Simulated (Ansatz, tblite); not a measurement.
Forces on Ag₂H₃⁻ at its r2SCAN-D4/def2-TZVPD geometry. Charge -1, multiplicity 1.

In the def2 sets Ag takes a core potential; there is no spin–orbit coupling. The xTB rows come from tblite. The structure comes from a short search, and lower isomers may exist.

GFN1-xTB (tblite), largest force 0.60 eV/Å:

```xyz
5
positions Å, forces eV/Å
Ag    1.207   -0.617   -0.420   -0.040    0.026   -0.037
Ag   -1.240    0.660    0.201    0.026   -0.009   -0.054
H    -2.373    1.158    1.298    0.438   -0.201   -0.349
H    -0.169    0.220   -1.120    0.083   -0.108    0.549
H     2.575   -1.421    0.042   -0.508    0.291   -0.109
```

GFN2-xTB (tblite), largest force 0.44 eV/Å:

```
Ag -0.006 0.013 -0.084
Ag -0.019 0.019 -0.081
H 0.352 -0.170 -0.207
H 0.059 -0.077 0.392
H -0.386 0.215 -0.020
```

PBE-D4/def2-TZVPD (Ansatz), largest force 0.12 eV/Å:

```
Ag 0.052 -0.026 -0.020
Ag -0.054 0.028 0.007
H -0.087 0.040 0.073
H -0.013 0.017 -0.084
H 0.102 -0.059 0.025
```
